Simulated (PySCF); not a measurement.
# Electron correlation in As (arsenic, neutral)

[Ar] 3d10 4s2 4p3, high-spin 4S determinant. All numbers are calculated (PySCF 2.14, the non-relativistic Hamiltonian (point nucleus), in pcseg-2 (6s5p3d1f, 43 functions)). Frozen: [Ar] 3d10; 5 electrons correlated.

MP2 pair energies summed by pair of shells (mhartree):

```tsv
pair	energy	share (%)
4s-4p	-46.12	65.1
4p-4p	-15.27	21.5
4s-4s	-9.50	13.4
```

Total MP2 correlation energy: -70.89 mhartree.

Same-spin part -19.00 and opposite-spin part -51.89 mhartree; SCS-MP2 scales them by 1/3 and 6/5 to -68.60 mhartree.

```tsv
level	correlation energy (mhartree)
CCSD	-85.26
(T)	-2.78
CCSD(T)	-88.04
```

Diagnostics: T1 = 0.0030, D1 = 0.0079, largest double amplitude 0.053.

Is a single reference adequate?

Yes, within this model without spin-orbit coupling: T1 lies below 0.03 and no double amplitude reaches 0.07.
